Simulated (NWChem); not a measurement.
System: CH₆O₂Si; SMILES C([SiH2]O)O

NWChem printed, in part:

```
             Northwest Computational Chemistry Package (NWChem) 7.3.0
             --------------------------------------------------------

                             Geometry "geometry" -> ""
                             -------------------------

 Output coordinates in angstroms (scale by  1.889725989 to convert to a.u.)

  No.       Tag          Charge          X              Y              Z
 ---- ---------------- ---------- -------------- -------------- --------------
    1 O                    8.0000    -0.66777800    -1.54897100     0.21619700
    2 C                    6.0000     0.56458100    -1.06487400    -0.29192100
    3 Si                  14.0000     0.53363800     0.78464900     0.13649500
    4 O                    8.0000    -1.03549900     1.26068700    -0.15562900
    5 H                    1.0000    -0.76534000    -2.47813800    -0.01512600
    6 H                    1.0000     0.63833600    -1.19201700    -1.39052500
    7 H                    1.0000     1.43892000    -1.57863900     0.15379300
    8 H                    1.0000     1.45914800     1.56672400    -0.73170000
    9 H                    1.0000     0.92968200     0.97763200     1.56584800
   10 H                    1.0000    -1.62529900     0.50375800    -0.03194300

 Effective nuclear repulsion energy (a.u.)     178.9516461150

                                 NWChem DFT Module
                                 -----------------

 Summary of "ao basis" -> "ao basis" (spherical)
 ------------------------------------------------------------------------------
       Tag                 Description            Shells   Functions and Types
 ---------------- ------------------------------  ------  ---------------------
 O                          def2-svp                 6       14   3s2p1d
 C                          def2-svp                 6       14   3s2p1d
 Si                         def2-svp                 8       18   4s3p1d
 H                          def2-svp                 3        5   2s1p

            General Information
            -------------------
          SCF calculation type: DFT
          Wavefunction type:  closed shell.
          No. of atoms     :    10
          No. of electrons :    42
           Alpha electrons :    21
            Beta electrons :    21
          Charge           :     0
          Spin multiplicity:     1
          Use of symmetry is: off; symmetry adaption is: off
          Maximum number of iterations: 150
          AO basis - number of functions:    90
                     number of shells:    44
          Convergence on energy requested:  1.00D-06
          Convergence on density requested:  1.00D-05
          Convergence on gradient requested:  5.00D-04

              XC Information
              --------------
                         B3LYP Method XC Potential
                     Hartree-Fock (Exact) Exchange  0.200
                        Slater Exchange Functional  0.800 local
                    Becke 1988 Exchange Functional  0.720 non-local
              Lee-Yang-Parr Correlation Functional  0.810
                  VWN I RPA Correlation Functional  0.190 local

             Grid Information
             ----------------
          Grid used for XC integration:  medium
          Radial quadrature: Mura-Knowles
          Angular quadrature: Lebedev.
          Tag              B.-S. Rad. Rad. Pts. Rad. Cut. Ang. Pts.
          ---              ---------- --------- --------- ---------
          O                   0.60       49          10.0       434
          C                   0.70       49           8.0       434
          Si                  1.10       88          10.0       590
          H                   0.35       45          12.0       434
          Grid pruning is: on
          Number of quadrature shells:   505
          Spatial weights used:  Erf1

      Superposition of Atomic Density Guess
      -------------------------------------

 Sum of atomic energies:        -478.74133665

      Non-variational initial energy
      ------------------------------

 Total energy =    -480.348255
 1-e energy   =   -1015.428382
 2-e energy   =     356.128481
 HOMO         =      -0.334655
 LUMO         =       0.040498

     ---------------------------------------------
      Total Density - Mulliken Population Analysis
     ---------------------------------------------

    Atom       Charge   Shell Charges
 -----------   ------   -------------------------------------------------------
    1 O    8     8.61   1.99  1.09  0.65  3.00  1.86  0.01
    2 C    6     6.09   1.99  0.94  0.27  1.87  0.97  0.04
    3 Si  14    13.16   2.00  1.99  0.96  0.22  5.94  1.04  0.79  0.23
    4 O    8     8.78   1.99  1.11  0.64  3.10  1.95  0.01
    5 H    1     0.67   0.54  0.07  0.06
    6 H    1     0.91   0.68  0.20  0.02
    7 H    1     0.91   0.68  0.20  0.02
    8 H    1     1.10   0.70  0.39  0.01
    9 H    1     1.11   0.71  0.39  0.01
   10 H    1     0.66   0.52  0.08  0.06

   convergence    iter        energy       DeltaE   RMS-Dens  Diis-err
 ---------------- ----- ----------------- --------- --------- ---------
 d= 0,ls=0.0,diis     1   -481.3805786037 -6.60D+02  1.44D-02  7.00D-01
 d= 0,ls=0.0,diis     2   -481.3384292338  4.21D-02  8.33D-03  1.24D+00
 d= 0,ls=0.0,diis     3   -481.4566607852 -1.18D-01  1.25D-03  3.43D-02
 d= 0,ls=0.0,diis     4   -481.4596215038 -2.96D-03  3.96D-04  2.43D-03
 d= 0,ls=0.0,diis     5   -481.4597907736 -1.69D-04  1.44D-04  5.81D-04
  Resetting Diis
 d= 0,ls=0.0,diis     6   -481.4598441448 -5.34D-05  1.53D-05  1.31D-06
 d= 0,ls=0.0,diis     7   -481.4598442690 -1.24D-07  9.60D-06  2.80D-07

         Total DFT energy =     -481.459844268954
      One electron energy =    -1019.307544991079
           Coulomb energy =      404.745237479175
    Exchange-Corr. energy =      -45.849182872083
 Nuclear repulsion energy =      178.951646115032

 Numeric. integr. density =       42.000010037653

                       DFT Final Molecular Orbital Analysis
                       ------------------------------------

 Vector   19  Occ=2.000000D+00  E=-3.075642D-01
              MO Center=  1.8D-01,  4.1D-01, -1.6D-01, r^2= 3.4D+00
   Bfn.  Coefficient  Atom+Function         Bfn.  Coefficient  Atom+Function
  ----- ------------  ---------------      ----- ------------  ---------------
    52      0.297233   4 O  pz               19     -0.262416   2 C  py
    76      0.245605   8 H  s                77      0.229748   8 H  s
    55      0.215013   4 O  pz               37      0.213617   3 Si py
     3      0.156314   1 O  s                51     -0.148488   4 O  py
    22     -0.141636   2 C  py                6      0.129246   1 O  pz

 Vector   20  Occ=2.000000D+00  E=-2.913801D-01
              MO Center= -2.2D-01, -1.1D+00,  5.2D-02, r^2= 2.4D+00
   Bfn.  Coefficient  Atom+Function         Bfn.  Coefficient  Atom+Function
  ----- ------------  ---------------      ----- ------------  ---------------
     6      0.402473   1 O  pz                9      0.308700   1 O  pz
     4      0.250851   1 O  px               71     -0.237346   7 H  s
     7      0.202349   1 O  px                5     -0.190592   1 O  py
    19      0.181166   2 C  py               52      0.177383   4 O  pz
    72     -0.172781   7 H  s                66      0.140932   6 H  s

 Vector   21  Occ=2.000000D+00  E=-2.852302D-01
              MO Center= -1.3D-01,  1.3D-01,  1.5D-01, r^2= 3.5D+00
   Bfn.  Coefficient  Atom+Function         Bfn.  Coefficient  Atom+Function
  ----- ------------  ---------------      ----- ------------  ---------------
    52      0.350245   4 O  pz                6     -0.282001   1 O  pz
    55      0.266320   4 O  pz               81     -0.228328   9 H  s
    82     -0.219029   9 H  s                 9     -0.215679   1 O  pz
    19      0.194472   2 C  py               66     -0.178185   6 H  s
    20      0.158254   2 C  pz               51      0.148311   4 O  py

 Vector   22  Occ=0.000000D+00  E= 1.946521D-02
              MO Center= -1.6D-01, -8.1D-01, -1.1D-03, r^2= 5.7D+00
   Bfn.  Coefficient  Atom+Function         Bfn.  Coefficient  Atom+Function
  ----- ------------  ---------------      ----- ------------  ---------------
    62      0.770329   5 H  s                 3     -0.670545   1 O  s
    39     -0.654976   3 Si px               49     -0.504872   4 O  s
    67      0.320043   6 H  s                87      0.284280  10 H  s
    77      0.277046   8 H  s                23      0.237007   2 C  pz
    40      0.237115   3 Si py               72      0.185293   7 H  s

 Vector   23  Occ=0.000000D+00  E= 4.639181D-02
              MO Center=  6.7D-01, -2.9D-01, -1.3D-01, r^2= 6.2D+00
   Bfn.  Coefficient  Atom+Function         Bfn.  Coefficient  Atom+Function
  ----- ------------  ---------------      ----- ------------  ---------------
    17      1.918836   2 C  s                40      1.000894   3 Si py
    67     -0.793331   6 H  s                72     -0.679372   7 H  s
    62     -0.524646   5 H  s                32     -0.484600   3 Si s
    49     -0.366063   4 O  s                39     -0.284762   3 Si px
    87      0.228152  10 H  s                77     -0.223290   8 H  s

 Vector   24  Occ=0.000000D+00  E= 8.149814D-02
              MO Center=  4.1D-01, -9.9D-02, -9.0D-02, r^2= 6.1D+00
   Bfn.  Coefficient  Atom+Function         Bfn.  Coefficient  Atom+Function
  ----- ------------  ---------------      ----- ------------  ---------------
    17      1.030652   2 C  s                82     -0.964990   9 H  s
    39      0.952278   3 Si px               41      0.782091   3 Si pz
    62      0.694486   5 H  s                40      0.548626   3 Si py
    72     -0.483355   7 H  s                 3     -0.453272   1 O  s
    77     -0.413567   8 H  s                67     -0.391353   6 H  s

     ---------------------------------------------
      Total Density - Mulliken Population Analysis
     ---------------------------------------------

    Atom       Charge   Shell Charges
 -----------   ------   -------------------------------------------------------
    1 O    8     8.34   1.99  1.07  0.67  2.89  1.71  0.01
    2 C    6     6.04   1.99  0.92  0.18  2.07  0.83  0.05
    3 Si  14    13.36   2.00  1.98  1.03  0.13  5.93  1.26  0.73  0.31
    4 O    8     8.40   1.99  1.08  0.64  2.90  1.79  0.01
    5 H    1     0.83   0.69  0.07  0.07
    6 H    1     0.98   0.75  0.20  0.02
    7 H    1     0.98   0.75  0.21  0.02
    8 H    1     1.13   0.75  0.36  0.01
    9 H    1     1.13   0.75  0.37  0.01
   10 H    1     0.82   0.66  0.08  0.07

     -------------------------------------------
      Total Density - Lowdin Population Analysis
     -------------------------------------------

    Atom       Charge   Shell Charges
 -----------   ------   -------------------------------------------------------
    1 O    8     8.15   1.97  0.88  0.59  2.73  1.96  0.02
    2 C    6     6.11   1.96  0.61  0.33  1.87  1.22  0.11
    3 Si  14    13.44   2.00  1.93  0.64  0.32  5.81  1.28  0.98  0.48
    4 O    8     8.23   1.97  0.88  0.60  2.72  2.04  0.01
    5 H    1     0.92   0.57  0.17  0.18
    6 H    1     0.99   0.65  0.27  0.07
    7 H    1     0.99   0.65  0.28  0.07
    8 H    1     1.12   0.66  0.43  0.02
    9 H    1     1.12   0.66  0.44  0.02
   10 H    1     0.92   0.55  0.19  0.19

     Multipole analysis of the density
     ---------------------------------

     L   x y z        total         alpha         beta         nuclear
     -   - - -        -----         -----         ----         -------
     0   0 0 0     -0.000000    -21.000000    -21.000000     42.000000

     1   1 0 0      0.252141      0.780247      0.780247     -1.308354
     1   0 1 0     -1.143356     -0.655667     -0.655667      0.167978
     1   0 0 1     -0.234900     -0.301032     -0.301032      0.367164

     2   2 0 0    -23.365596    -59.434170    -59.434170     95.502743
     2   1 1 0      1.331010     -1.703235     -1.703235      4.737480
     2   1 0 1     -0.055343      0.060940      0.060940     -0.177223
     2   0 2 0    -22.319044   -120.167427   -120.167427    218.015810
     2   0 1 1      1.307885     -1.018199     -1.018199      3.344283
     2   0 0 2    -24.980663    -23.713397    -23.713397     22.446132

                     NWChem Electrostatic Potential Fit Module
                     -----------------------------------------

 Atom parameters

 Number of atoms is                                   10
 Number of basis functions is                         90

 Grid parameters

 Maximum number of grid points is                  40904
 Number of grid points is                          40903
 Grid range                                     0.300000 nm
 Grid spacing                                   0.020000 nm
 Probe radius                                   0.070000 nm
 Atom radius factor                             1.000000

 Atomic radii

    1    0.100000
    6    0.147000
    8    0.136000
   14    0.187000
 FASTESP  F
  using M.O. file = ./job.movecs

    Atom              Coordinates                           Charge

                                                  ESP

    1 O    -0.066778   -0.154897    0.021620   -0.595537
    2 C     0.056458   -0.106487   -0.029192    0.141011
    3 Si    0.053364    0.078465    0.013650    0.675725
    4 O    -0.103550    0.126069   -0.015563   -0.611734
    5 H    -0.076534   -0.247814   -0.001513    0.388783
    6 H     0.063834   -0.119202   -0.139053   -0.015847
    7 H     0.143892   -0.157864    0.015379   -0.025656
    8 H     0.145915    0.156672   -0.073170   -0.158813
    9 H     0.092968    0.097763    0.156585   -0.162678
   10 H    -0.162530    0.050376   -0.003194    0.364745
                                            ------------
                                                0.000000

 Dipole moment                                  1.185491

 Quadrupole moment Qxx                          2.542076
                   Qyy                          1.217462
                   Qzz                         -3.759538

 RMS deviation kJ/mol                           0.060309

 RRMS %                                        26.441356
```

Level: B3LYP/def2-SVP. All runs use the structure optimised with PBE0/def2-SVP. B3LYP is NWChem's, with the RPA form of VWN correlation.

Question: Which NWChem input produces such a log?

Answer: One answer among several that fit: the input that was run:
```
start job
memory heap 200 mb stack 900 mb global 1100 mb
geometry units angstroms noautosym nocenter noautoz
  O     -0.667778    -1.548971     0.216197
  C      0.564581    -1.064874    -0.291921
  Si     0.533638     0.784649     0.136495
  O     -1.035499     1.260687    -0.155629
  H     -0.765340    -2.478138    -0.015126
  H      0.638336    -1.192017    -1.390525
  H      1.438920    -1.578639     0.153793
  H      1.459148     1.566724    -0.731700
  H      0.929682     0.977632     1.565848
  H     -1.625299     0.503758    -0.031943
end
basis spherical
  * library def2-svp
end
dft
  xc b3lyp
  iterations 150
  mulliken
end
task dft energy
esp
  recalculate
  probe 0.07
  range 0.3
  factor 1.0
  spacing 0.02
end
task esp
```
